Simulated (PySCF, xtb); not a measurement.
CH8AlNO2Si, SMILES C[N]([SiH3])[Al]([OH])[OH]. One conformer was computed; it need not be the lowest.

Harmonic wavenumbers (cm⁻¹) from xtb 6.7.1 with GFN2-xTB at its own minimum, in rising order: 45, 76, 128, 162, 201, 202, 212, 242, 285, 286, 334, 353, 380, 484, 575, 585, 746, 775, 802, 820, 898, 946, 1103, 1123, 1152, 1420, 1491, 1498, 2151, 2172, 2247, 2914, 2937, 3010, 3778, 3791.

**Question.** What does PySCF with PBE-D3(BJ)/def2-SVP give at its own minimum? (The exact figures need the calculation; the answer reports its results.)

**Answer.** 45, 117, 118, 149, 177, 192, 227, 257, 277, 286, 314, 492, 577, 604, 680, 687, 782, 884, 908, 919, 925, 958, 1095, 1115, 1163, 1398, 1425, 1431, 2127, 2136, 2149, 2917, 2978, 3046, 3813, 3825. Paired by order, the mean absolute difference is 47 cm⁻¹ and the zero-point energies are 57.6 and 58.9 kcal/mol.
